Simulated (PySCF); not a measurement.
C3H12OSi2, SMILES C[SiH](C[SiH2]O)C.

Geometry optimised at B3LYP-D3(BJ)/def2-SVP. This is a generated structure with no PubChem entry under its InChIKey; it may be hypothetical. One conformer was computed; it need not be the lowest.

Two levels are set side by side: TDA-PBE/def2-SVPD (PySCF) and TDA-LC-ωPBE/def2-SVPD (PySCF). Vertical, same geometry. The lowest singlet is HOMO→LUMO 99 % with PBE and HOMO→LUMO 63 % with the other functional; states are paired by order. Differences are taken from unrounded values.

| quantity | TDA-LC-ωPBE | TDA-PBE | TDA-PBE minus TDA-LC-ωPBE |
|---|---|---|---|
| lowest singlet excitation (eV) | 7.58 | 6.12 | -1.46 |
| lowest triplet excitation (TDA) (eV) | 7.15 | 5.89 | -1.26 |

Functionals without exact exchange tend to place singlet excitations lower, as here. Differences between two approximate levels are no errors against the true value.

Rough cost on one machine, each run with all the roots and properties that it gave: TDA-LC-ωPBE against TDA-PBE about 4 times.
